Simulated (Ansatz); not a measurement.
`BC([SiH3])[SiH2]F` + H₂ → `BC[SiH2]F` + SiH₄ at 298.15 K and 1 bar (hydrogenolysis of a C–Si bond).

Gas-phase electronic energies from Ansatz, PBE0-D4/def2-TZVP geometries. CCSD(T)/CBS is the MP2 limit (def2-TZVPP, def2-QZVPP) plus CCSD(T) − MP2 in def2-TZVPP, frozen cores. This one scheme is used for every species. One conformer a species, not always the lowest.

| species | CCSD(T)/CBS energy (Eh) | H − E (kJ/mol) | S (J/(mol·K)) |
| --- | --- | --- | --- |
| `BC([SiH3])[SiH2]F` | -745.66823 | 243.8 | 374.9 |
| H₂ | -1.17544 | 35.1 | 130.4 |
| `BC[SiH2]F` | -455.38132 | 196.4 | 323.3 |
| SiH₄ | -291.46306 | 92.1 | 204.8 |

H − E and S are ideal-gas, rigid-rotor, harmonic terms from PBE0-D4/def2-TZVP, for one conformer and one mirror image of each species. The MP2-based limit puts H₂ 0.8 mEh under its directly extrapolated value; such offsets cancel only in part. 1 Eh = 2625.50 kJ/mol, R = 8.31446 J/(mol·K).

Task: By hand: ΔE, ΔH, ΔS and ΔG.

Result: ΔE = (-455.38132) + (-291.46306) − (-745.66823) − (-1.17544) = -0.00071 Eh = -1.9 kJ/mol. Δ(H − E) = 196.4 + 92.1 − 243.8 − 35.1 = 9.6, so ΔH = 7.7 kJ/mol. ΔS = 323.3 + 204.8 − 374.9 − 130.4 = 22.8 J/(mol·K). ΔG = 7.7 − 298.15 × (22.8)/1000 = 0.9 kJ/mol.

Task: By hand: the equilibrium constant, and the temperature at which ΔG would vanish if ΔH and ΔS stayed fixed.

Result: log₁₀ K = −ΔG/(RT ln 10) = -0.2. ΔG = 0 at ΔH/ΔS = 338 K, though so small a ΔH makes that figure unsure.

TΔS isn't small against ΔH here. The sign of ΔG lies within the doubt. A doubt of 5 kJ/mol in ΔE shifts log₁₀ K by 0.9 here. Other conformers and mirror images would add mixing entropy, several J/(mol·K) or more a flexible species. These are equilibria of isolated gas molecules and say nothing of rates. Largest T1 diagnostic: 0.012 (customary marks: 0.02 for closed shells, 0.045 for open ones).
